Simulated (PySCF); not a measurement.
C7H12BF.
Structure used (PBE0-D3(BJ)/def2-SVP), in Å, numbered top down from 1:
```
atom  x, y, z in Å
F1     3.239   -0.576   -1.604
C2     3.209   -0.100   -0.357
C3     2.072    0.166    0.278
C4     0.697   -0.012   -0.289
C5    -0.017    1.338   -0.466
B6    -1.566    1.269   -0.676
C7    -2.351   -0.009   -0.239
C8    -1.502   -1.267   -0.058
C9    -0.141   -0.973    0.564
H10    4.210    0.041    0.060
H11    2.162    0.559    1.297
H12    0.808   -0.470   -1.287
H13    0.058    1.924    0.479
H14    0.494    1.975   -1.207
H15   -2.167    2.256   -1.050
H16   -3.250   -0.187   -0.852
H17   -2.765    0.315    0.743
H18   -1.339   -1.739   -1.044
H19   -2.034   -2.020    0.547
H20   -0.276   -0.538    1.573
H21    0.419   -1.911    0.707
```

Definitions: NICS(0) = −σiso at the ring centroid; NICS(1) = −σiso and NICS(1)zz = −σzz at ±1 Å along the ring normal z. Level: GIAO PBE0/pcSseg-1 (PySCF, non-relativistic, gas phase) on the PBE0-D3(BJ)/def2-SVP geometry, one conformer.

Ring bond lengths (Å), with Mayer bond orders in brackets: C4–C5 1.537 (1.00), C5–B6 1.564 (1.00), B6–C7 1.563 (1.01), C7–C8 1.528 (1.04), C8–C9 1.525 (1.05), C9–C4 1.534 (1.00).

Question: Give the NICS values of each ring in ppm.

Answer: 
```
             ring                                             type  NICS(0)  NICS(1), two faces  NICS(1)zz, two faces  rms pucker (Å)  centre to ring atoms, mean (Å)
C4–C5–B6–C7–C8–C9  6-membered ring with B; formal bonds all single      1.9         -1.8 / -0.2             2.8 / 3.5            0.20                            1.51
```

Question: What do they say, and how far can they be read as aromaticity?

Answer: 
- C4–C5–B6–C7–C8–C9: mean NICS(1)zz 3.1 ppm, deshielded. C4, C5, C7, C8, C9 have four or more neighbours, so the value isn't read as a sign of a π ring current.

Question: List the ring angles and the Hirshfeld charges of the ring atoms.

Answer: 
- C4–C5–B6–C7–C8–C9: C4 111.1° (-0.025 e), C5 115.9° (-0.140 e), B6 119.7° (+0.174 e), C7 115.3° (-0.140 e), C8 112.6° (-0.066 e), C9 112.4° (-0.067 e); sum 687.1° against 720° for a flat convex ring.

Question: How do the values depend on the level or the medium?

Answer: 
| level | NICS(0), C4–C5–B6–C7–C8–C9 | mean NICS(1)zz, C4–C5–B6–C7–C8–C9 |
| --- | --- | --- |
| PBE0/pcSseg-1, gas | 1.9 | 3.1 |
| wB97X-D/pcSseg-1, gas | 1.7 | 3.0 |
| PBE0/pcSseg-1, IEF-PCM benzene | 1.9 | 3.1 |
| PBE0/pcSseg-1, IEF-PCM dichloromethane | 1.9 | 3.2 |

The geometry is the same throughout; the continuum's cavity takes Bondi-type radii × 1.2.
